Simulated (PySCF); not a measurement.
Input for PySCF: D3(BJ) and D4 dispersion corrections on F3H3Si (a complex), monomers drawn apart or pushed together.

```python
from pyscf import gto
from pyscf.dispersion import dftd3, dftd4

mol = gto.M(
    atom='''
    F     0.65694701    0.01640740   -1.45081416
    Si    0.07944110   -0.38767010   -0.02733471
    F     0.64957417    0.69041230    1.02424819
    H    -1.38179289   -0.26436893   -0.04829726
    H     0.60583874   -1.70358573    0.34950397
    F    -0.65393285   -0.02875046    4.89226374
    H    -0.17654856    0.44975385    4.25270776
    ''',
    basis='def2-svp',
    charge=0, spin=0, verbose=0, max_memory=1800)
d3, d4 = {}, {}
for xc in ['hf', 'pbe', 'blyp', 'revpbe', 'tpss', 'r2scan', 'b3lyp', 'pbe0', 'bhlyp', 'camb3lyp', 'b2plyp']:
    d3[xc] = float(dftd3.DFTD3Dispersion(mol, xc=xc, version='d3bj', atm=False).get_dispersion()['energy'])
    print(f'D3(BJ) {xc:10s} {d3[xc]:14.8f} Eh')
for xc in ['hf', 'pbe', 'blyp', 'revpbe', 'tpss', 'r2scan', 'b3lyp', 'pbe0', 'bhlyp', 'camb3lyp', 'b2plyp']:
    d4[xc] = float(dftd4.DFTD4Dispersion(mol, xc={'camb3lyp': 'cam-b3lyp'}.get(xc, xc), atm=True).get_dispersion()['energy'])
    print(f'D4     {xc:10s} {d4[xc]:14.8f} Eh')
```

It printed:

```
D3(BJ) hf            -0.02217090 Eh
D3(BJ) pbe           -0.00236352 Eh
D3(BJ) blyp          -0.00503823 Eh
D3(BJ) revpbe        -0.00600639 Eh
D3(BJ) tpss          -0.00295359 Eh
D3(BJ) r2scan        -0.00067172 Eh
D3(BJ) b3lyp         -0.00412596 Eh
D3(BJ) pbe0          -0.00203163 Eh
D3(BJ) bhlyp         -0.00327028 Eh
D3(BJ) camb3lyp      -0.00183113 Eh
D3(BJ) b2plyp        -0.00191708 Eh
D4     hf            -0.00906863 Eh
D4     pbe           -0.00238277 Eh
D4     blyp          -0.00531874 Eh
D4     revpbe        -0.00786874 Eh
D4     tpss          -0.00320674 Eh
D4     r2scan        -0.00061099 Eh
D4     b3lyp         -0.00381277 Eh
D4     pbe0          -0.00199272 Eh
D4     bhlyp         -0.00276667 Eh
D4     camb3lyp      -0.00199829 Eh
D4     b2plyp        -0.00164989 Eh
```

The run finished.

Cost: around 0.04 core-seconds (rough).
